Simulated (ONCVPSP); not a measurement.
## copper: ONCV pseudisation with LDA (Perdew-Wang 92), scalar-relativistic reference atom.

The input file (ONCVPSP 4.0.1):

```
# ATOM AND REFERENCE CONFIGURATION
# atsym  z   nc   nv     iexc    psfile
  Cu 29.00    3    3  -001012      upf
#
#   n    l    f
    1    0    2.00
    2    0    2.00
    2    1    6.00
    3    0    2.00
    3    1    6.00
    3    2    9.00
#
# PSEUDOPOTENTIAL AND OPTIMIZATION
# lmax
    3
#
#   l,   rc,      ep,       ncon, nbas, qcut
    0    0.90    0.00    4    9   12.80
    1    0.75    0.00    4    7    9.00
    2    1.40    0.00    3    8    9.80
    3    1.45    0.07    4    8    8.40
#
# LOCAL POTENTIAL
# lloc, lpopt,  rc(5),   dvloc0
    4    5    0.50    3.00
#
# VANDERBILT-KLEINMAN-BYLANDER PROJECTORs
# l, nproj, debl
    0    2    2.50
    1    2    2.90
    2    1    3.50
    3    2    1.60
#
# MODEL CORE CHARGE
# icmod, fcfact, rcfact
    1    0.65    0.00
#
# LOG DERIVATIVE ANALYSIS
# epsh1, epsh2, depsh
   -7.00    5.00    0.04
#
# OUTPUT GRID
# rlmax, drl
    6.00    0.01
#
# TEST CONFIGURATIONS
# ncnf
    4
# nvcnf
#   n    l    f
    4
    3    0    2.00
    3    1    6.00
    3    2   10.00
    4    0    1.00
#
    3
    3    0    2.00
    3    1    6.00
    3    2   10.00
#
    3
    3    0    2.00
    3    1    6.00
    3    2    8.00
#
    4
    3    0    2.00
    3    1    5.00
    3    2   10.00
    4    0    1.00
#
```

Command:

```bash
oncvpsp.x < Cu.dat > Cu.out
```

The program printed (shortened: citation, most of the input echo, consistency checks and plot data are left out):

```
ONCVPSP  (Optimized Norm-Conservinng Vanderbilt PSeudopotential)
scalar-relativistic version 4.0.1

#   n    l    f        energy (Ha)
    1    0    2.00    -3.2556607E+02
    2    0    2.00    -3.9917286E+01
    2    1    6.00    -3.4626004E+01
    3    0    2.00    -5.1374196E+00
    3    1    6.00    -3.5857915E+00
    3    2    9.00    -1.1019525E+00

Reference configufation results
  iterations    24
  all-electron total energy (Ha)   -1.65115671D+03

Begin loop to  construct optimized pseudo wave functions
and semi-local pseudopoentials for all angular momenta

WARNING wellstate: negative energy specified for n= 4 l=  0
WARNING scattering state with energy  0.25000000
WARNING will be used for the first projector

   Wellstate for l =  0  n =  5
     eigenvalue =   0.2500
     asymptotic potential =   0.7500
     half-point radius =  3.0941

Calculating optimized projector #   1

 for l=   0

    Fraction of norm inside rc  0.784876
    Optimizing pswf for qcut=  12.79 a_B^-1,  ecut=  81.81 Ha
    Residual kinetic energy error=  1.81D-05 Ha

    Energy error per electron        Cutoff
         Ha          eV             Ha
         0.01000     0.27211       51.82
         0.00100     0.02721       64.42
         0.00010     0.00272       74.27
         0.00001     0.00027      105.67

Calculating optimized projector #   2

 for l=   0

    Fraction of norm inside rc  0.018442
    Optimizing pswf for qcut=  12.79 a_B^-1,  ecut=  81.81 Ha
    Residual kinetic energy error=  3.06D-06 Ha

    Energy error per electron        Cutoff
         Ha          eV             Ha
         0.01000     0.27211       34.19
         0.00100     0.02721       52.78
         0.00010     0.00272       66.45
         0.00001     0.00027       76.64

WARNING wellstate: negative energy specified for n= 4 l=  1
WARNING scattering state with energy  0.25000000
WARNING will be used for the first projector

   Wellstate for l =  1  n =  5
     eigenvalue =   0.2500
     asymptotic potential =   0.7500
     half-point radius =  4.0136

Calculating optimized projector #   1

 for l=   1

    Fraction of norm inside rc  0.564378
    Optimizing pswf for qcut=   9.02 a_B^-1,  ecut=  40.65 Ha
    Residual kinetic energy error=  2.52D-03 Ha

    Energy error per electron        Cutoff
         Ha          eV             Ha
         0.01000     0.27211       33.77
         0.00100     0.02721       98.32
         0.00010     0.00272      240.20
         0.00001     0.00027      282.36

Calculating optimized projector #   2

 for l=   1

    Fraction of norm inside rc  0.019287
    Optimizing pswf for qcut=   9.02 a_B^-1,  ecut=  40.65 Ha
    Residual kinetic energy error=  1.91D-04 Ha

    Energy error per electron        Cutoff
         Ha          eV             Ha
         0.01000     0.27211       23.66
         0.00100     0.02721       33.62
         0.00010     0.00272       55.90
         0.00001     0.00027      187.90

Calculating optimized projector #   1

 for l=   2

    Fraction of norm inside rc  0.846254
    Optimizing pswf for qcut=   9.80 a_B^-1,  ecut=  48.02 Ha
    Residual kinetic energy error=  7.54D-05 Ha

    Energy error per electron        Cutoff
         Ha          eV             Ha
         0.01000     0.27211       36.37
         0.00100     0.02721       42.13
         0.00010     0.00272       48.21
         0.00001     0.00027      157.70

   Wellstate for l =  3  n =  4
     eigenvalue =   0.0700
     asymptotic potential =   0.5700
     half-point radius =  5.9977

   Wellstate for l =  3  n =  5
     eigenvalue =   1.6700
     asymptotic potential =   2.1700
     half-point radius =  3.4528

Calculating optimized projector #   1

 for l=   3

    Fraction of norm inside rc  0.003502
    Optimizing pswf for qcut=   8.39 a_B^-1,  ecut=  35.18 Ha
    Residual kinetic energy error=  4.35D-07 Ha

    Energy error per electron        Cutoff
         Ha          eV             Ha
         0.01000     0.27211        2.63
         0.00100     0.02721        7.08
         0.00010     0.00272       16.39
         0.00001     0.00027       25.40

Calculating optimized projector #   2

 for l=   3

    Fraction of norm inside rc  0.068140
    Optimizing pswf for qcut=   8.39 a_B^-1,  ecut=  35.18 Ha
    Residual kinetic energy error=  3.61D-05 Ha

    Energy error per electron        Cutoff
         Ha          eV             Ha
         0.01000     0.27211       13.84
         0.00100     0.02721       24.04
         0.00010     0.00272       32.09
         0.00001     0.00027       40.36

Construct Vanderbilt / Kleinmman-Bylander projectors

B matrix Hermiticity error, ll=   0
   1   2   -5.9357E-04

  Orthonormal projector coefficients  3.9373E+01  4.3046E+00

B matrix Hermiticity error, ll=   1
   1   2   -3.9623E-04

  Orthonormal projector coefficients  2.2134E+01  4.5464E+00

B matrix Hermiticity error, ll=   3
   1   2    4.1802E-06

  Orthonormal projector coefficients -1.9607E+01 -4.1133E+00

Model core correction analysis
  based on d2Exc/dn_idn_j

d2excae - all-electron derivatives

   -4.141802D-02   -3.883272D-02   -2.984285D-02
   -3.883282D-02   -3.734219D-02   -2.903343D-02
   -2.984310D-02   -2.903360D-02   -2.557652D-02

d2excps - pseudofunction derivatives with no core correction

   -4.615181D-02   -4.379757D-02   -3.084253D-02
   -4.379771D-02   -4.180844D-02   -3.010017D-02
   -3.084277D-02   -3.010033D-02   -2.729704D-02

rms 2nd derivative error    3.314795E-03

Polynomial model core charge

d2excps - pseudofunction derivatives with core correction

   -4.117139D-02   -3.917985D-02   -2.968344D-02
   -3.917994D-02   -3.747038D-02   -2.900196D-02
   -2.968359D-02   -2.900204D-02   -2.694340D-02

rms 2nd derivative error    4.988265E-04

Pseudoatom total energy -188.293931

Diagnostic tests using Vanderbilt-Kleinman-Bylander pseudopotentials
  1 or more projectors used as specified by nproj input data

   l    rcore       rmatch      e in        delta e   norm test  slope test

   0   0.9005441   0.9278866  -5.1374196  -0.0000432   1.0002298   1.0002577
   0   0.9005441   0.9278866   0.2500000   0.0000578   1.0006573   1.0006573

   1   0.7526024   0.7754530  -3.5857915  -0.0000865   1.0002256   1.0003173
   1   0.7526024   0.7754530   0.2500000   0.0000436   1.0005809   1.0005809

   2   1.4020244   1.4445929  -1.1019525  -0.0001153   0.9999560   0.9998635

   3   1.4532604   1.4973846   0.0700000   0.0000389   1.0000610   1.0000610
   3   1.4532604   1.4973846   1.6700000   0.0000594   1.0001781   1.0001781

 Testing for bound ghosts
   n   l    E NL Schr. Eq   E Basis Diag.   E Cutoff

   1   0       -5.137463       -5.137252    430.33

   2   1       -3.585878       -3.577832    391.37

   3   2       -1.102068       -1.101260    131.55

   4   3       -0.132787        0.387437    181.92

 Testing for highly-localized positive-energy ghosts
       l    <radius>/rc     E Basis Diag.   E Cutoff

       0        0.551693       18.797696    430.33  WARNING - GHOST(+)

       3        0.454030        3.958442    181.92  WARNING - GHOST(+)

Test configuration 0

   n   l     f        eae           eps        diff
   1   0  2.0000 -325.56606652
   2   0  2.0000  -39.91728589
   2   1  6.0000  -34.62600406
   3   0  2.0000   -5.13741963   -5.13746280   -4.32D-05
   3   1  6.0000   -3.58579148   -3.58587793   -8.65D-05
   3   2  9.0000   -1.10195248   -1.10206776   -1.15D-04

    Total energies and differences
      AE_ref= -1.65115671D+03  AE_tst= -1.65115671D+03  dif=  0.00D+00
      PS_ref= -1.88293931D+02  PS_tst= -1.88293931D+02  dif=  7.96D-13
      PSP excitation error= -7.96D-13

Test configuration 1

   n   l     f        eae           eps        diff
   1   0  2.0000 -324.61996195
   2   0  2.0000  -38.96871653
   2   1  6.0000  -33.67802090
   3   0  2.0000   -4.19494765   -4.19180471    3.14D-03
   3   1  6.0000   -2.64713068   -2.64413209    3.00D-03
   3   2 10.0000   -0.19566612   -0.19501174    6.54D-04
   4   0  1.0000   -0.17853985   -0.17841265    1.27D-04

    Total energies and differences
      AE_ref= -1.65115671D+03  AE_tst= -1.65226354D+03  dif= -1.11D+00
      PS_ref= -1.88293931D+02  PS_tst= -1.89400255D+02  dif= -1.11D+00
      PSP excitation error= -5.06D-04

Test configuration 2

   n   l     f        eae           eps        diff
   1   0  2.0000 -324.93950587
   2   0  2.0000  -39.27851046
   2   1  6.0000  -33.98869132
   3   0  2.0000   -4.51415194   -4.50986690    4.29D-03
   3   1  6.0000   -2.96742625   -2.96316397    4.26D-03
   3   2 10.0000   -0.51474213   -0.51410600    6.36D-04

    Total energies and differences
      AE_ref= -1.65115671D+03  AE_tst= -1.65195377D+03  dif= -7.97D-01
      PS_ref= -1.88293931D+02  PS_tst= -1.89090967D+02  dif= -7.97D-01
      PSP excitation error= -3.06D-05

Test configuration 3

   n   l     f        eae           eps        diff
   1   0  2.0000 -326.33765681
   2   0  2.0000  -40.70874886
   2   1  6.0000  -35.41544802
   3   0  2.0000   -5.88589633   -5.88906336   -3.17D-03
   3   1  6.0000   -4.32660177   -4.32997284   -3.37D-03
   3   2  8.0000   -1.80999410   -1.80496401    5.03D-03

    Total energies and differences
      AE_ref= -1.65115671D+03  AE_tst= -1.64970991D+03  dif=  1.45D+00
      PS_ref= -1.88293931D+02  PS_tst= -1.86848670D+02  dif=  1.45D+00
      PSP excitation error=  1.54D-03

Test configuration 4

   n   l     f        eae           eps        diff
   1   0  2.0000 -325.36473794
   2   0  2.0000  -39.58919662
   2   1  6.0000  -34.31291538
   3   0  2.0000   -4.77724639   -4.79941318   -2.22D-02
   3   1  5.0000   -3.22458660   -3.24390249   -1.93D-02
   3   2 10.0000   -0.73536438   -0.73948032   -4.12D-03
   4   0  1.0000   -0.51546968   -0.51505386    4.16D-04

    Total energies and differences
      AE_ref= -1.65115671D+03  AE_tst= -1.64934312D+03  dif=  1.81D+00
      PS_ref= -1.88293931D+02  PS_tst= -1.86471540D+02  dif=  1.82D+00
      PSP excitation error= -8.81D-03
```

The run took about 4.7 s on one core of a shared server CPU.
